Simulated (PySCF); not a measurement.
C₂H₇NOSi₂, SMILES N[Si@]1(O)C=C[SiH2]1. The structure is a stationary point at PBE-D3(BJ)/def2-SVP. The structure was generated by enumeration; whether it is a known compound was not checked. One conformer was computed; it need not be the lowest.

Computed equilibrium geometry at PBE-D3(BJ)/def2-SVP (PySCF confirms it by a frequency run) as a Z-matrix (one conformer of several):
```
Si
O 1 1.6870
H 2 0.9733 1 112.87
N 1 1.7261 2 102.81 3 -161.71
H 4 1.0204 1 120.92 2 -164.75
H 4 1.0225 5 112.44 1 153.26
C 1 1.9056 2 112.57 3 -27.22
C 7 1.3680 1 103.90 2 121.97
H 8 1.1071 7 123.16 1 179.62
H 7 1.1083 8 122.74 9 0.05
Si 8 1.9066 9 130.45 7 179.30
H 11 1.5103 8 114.74 9 62.12
H 11 1.5118 12 106.82 8 127.80
```
Charge 0, spin multiplicity 1.
